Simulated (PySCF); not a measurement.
```xyz
8

B     -1.2630    -0.1469     0.0526
N      0.1260    -0.4137     0.1714
B      1.1826     0.4104    -0.2965
H     -1.6077     0.8561    -0.4852
H     -2.0491    -0.9279     0.4921
H      0.3882    -1.2744     0.6343
H      2.3117     0.0661    -0.1300
H      0.9113     1.4303    -0.8446
```

Charge 0, multiplicity 1.

Task: Give the Mulliken and meta-Löwdin atomic charges from PBE-D3(BJ)/def2-TZVP // B3LYP-D3(BJ)/def2-TZVP run with PySCF 2.14.0.

Result: 
| atom | Mulliken (e) | meta-Löwdin (e) |
|---|---|---|
| B1 | -0.02 | -0.02 |
| N2 | -0.21 | -0.26 |
| B3 | -0.02 | -0.02 |
| H4 | 0.01 | 0.02 |
| H5 | 0.01 | 0.01 |
| H6 | 0.22 | 0.24 |
| H7 | 0.01 | 0.01 |
| H8 | 0.01 | 0.02 |
